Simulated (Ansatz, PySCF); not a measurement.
C₄H₅NSi, SMILES C#C[C@@H]([SiH3])C#N.

Geometry: ωB97X-D3(BJ)/def2-SVP. The structure was generated by enumeration; whether it is a known compound was not checked.

Vertical ionisation energy (IE) and electron affinity (EA) in eV. Rows of orbital energies are one-electron estimates. Where ΔSCF, EOM or ADC give a negative EA the extra electron is unbound and the value depends on the basis.

```csv
level,IE,EA
"−ε(HOMO), −ε(LUMO), r2SCAN/def2-TZVP (PySCF)",7.19,0.86
"−ε(HOMO), −ε(LUMO), PBE/def2-TZVP (PySCF)",6.97,1.17
"ΔSCF, PBE0/def2-SVPD (Ansatz), final states of multiplicity 2 and 2",(withheld),(withheld)
"ΔSCF, PBE/def2-SVPD (Ansatz), final states of multiplicity 2 and 2",9.92,-0.89
```

Task: Fill in the missing entries. (The exact figures need the calculation; the answer reports its results.)

Result: 
- ΔSCF, PBE0/def2-SVPD (Ansatz, a quantum-chemistry and plane-wave program), final states of multiplicity 2 and 2, IE: 10.19
- ΔSCF, PBE0/def2-SVPD (Ansatz), final states of multiplicity 2 and 2, EA: -1.10

Task: What vertical singlet–triplet gap does ΔSCF give with PBE0/def2-SVPD (Ansatz) and with PBE/def2-SVPD (Ansatz)? (Estimate from the structure and the level; the computed values follow.)

Result: 5.44 and 5.41 eV (triplet above singlet where positive).
